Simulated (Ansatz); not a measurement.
Input file for Ansatz (a first-principles code): U-CAM-B3LYP/def2-TZVPP on GeAs+, 2S+1 = 3, a spin state set in the input, which need not be the lowest, a point of a bond scan (R = 2.415 Å). Charge +1.

Ansatz 0.2 input:
```yaml
crystal:
  periodic: [false, false, false]
  atoms:
    - {symbol: Ge, position_ang: [0.00000000, 0.00000000, 0.00000000]}
    - {symbol: As, position_ang: [0.00000000, 0.00000000, 2.41489000]}
basis:
  gaussian:
    orbitals: def2-TZVPP
    pivot_positions_ang: [[0.00000000, 0.00000000, 0.00000000], [0.00000000, 0.00000000, 2.41489000]]
hamiltonian:
  xc: {name: CAM-B3LYP}
total_charge: 1
magnetization: {spin_polarized: true, initial_magnetization: 2}
output: {forces: true, orbitals: {seedname: ./end}}
```

Output:

```
WARN ansatz: RAYON_NUM_THREADS=1 ignored (pool sized by the plan → 1); use --threads N
Functional definition: CAM-B3LYP
integrals: 0.04 GiB planned
659 factors; integrals over basis functions are off by at most 2.8e-4 eV
integrals: 0.09 GiB planned
163 factors; integrals over basis functions are off by at most 1.7e-5 eV
mean field: 0.67 GiB planned
mean field evaluation 1: about -117355.6263 eV, gradient 1.2e1 eV
mean field evaluation 2: about -117355.5010 eV, gradient 1.5e1 eV
mean field evaluation 4: about -117356.5799 eV, gradient 5.9e-1 eV
mean field evaluation 8: about -117356.5972 eV, gradient 3.8e-2 eV
mean field evaluation 16: about -117356.5972 eV, gradient 5.6e-5 eV
mean field -117356.59721665 eV, -4312.7754005532 hartree, gradient 1.2e-5 eV, S^2 2.003470; 1 other end points of the search recorded, 0 dependent functions left out
the calculation of the forces begins
reference -117356.59730575 eV, -4312.7754038278 hartree; 33, 31 occupied and 63, 65 virtual orbitals, 659 factors
Total energy: -117356.59730575 eV, -4312.7754038278 hartree
Atom 0 at     0.000000     0.000000     0.000000 Å, force    -0.000000    -0.000000     0.273523 eV/Å
Atom 1 at     0.000000     0.000000     2.414890 Å, force    -0.000000    -0.000000    -0.273523 eV/Å
Dipole moment:     0.000000    -0.000000    -0.347843 e Å
```

Self-consistency was reached.

Cost: roughly 6 core-seconds.
